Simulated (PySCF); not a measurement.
Constitutional and geometric isomers with formula CH5NSi. Isolated molecules, 0 K electronic values unless said otherwise. One relaxed conformer stands for each flexible species; it need not be the lowest. Strings in code marks are SMILES. All members: neutral, multiplicity 1. Level: r2SCAN-D4/def2-TZVP (PySCF). Delta-SCF ions had no search for a lower state.  The removal energy is E(N − 1 electrons) − E(N electrons) at the parent's geometry; ε(HOMO) is measured against the vacuum level.

```
species                              −ε(HOMO) (eV)  vertical ionisation energy (Delta-SCF) (eV)
-----------------------------------  -------------  -------------------------------------------
`NC=[SiH2]` (H–N–C–Si torsion 152°)           4.56                                         7.30
`C=[SiH]N` (C–Si–N–H torsion 180°)            4.85                                         7.68
`C=N[SiH3]`                                   6.13                                         9.38
`[H]/N=[SiH]\C`                               6.16                                         9.29
`[H]/N=C/[SiH3]`                              6.32                                     withheld
```

Question: Fit vertical ionisation energy (Delta-SCF) = a + b·x to the 4 complete rows by least squares, with x = −ε(HOMO) in eV. Give a, b and the rms residual, and predict the withheld value.

Answer: Means of the 4 rows: x̄ = 5.425, ȳ = 8.4125 eV. Σ(x − x̄)² = 2.1161 and Σ(x − x̄)(y − ȳ) = 2.7106, so b = 1.281 and a = ȳ − b·x̄ = 1.463 eV. The rms residual is 0.046 eV. At x = 6.32 the line gives 9.56 eV, outside the range of the fitted rows. The run for `[H]/N=C/[SiH3]` gave 9.71 eV, so the line is off by 0.15 eV, more than twice the rms residual.

Codes: PySCF.
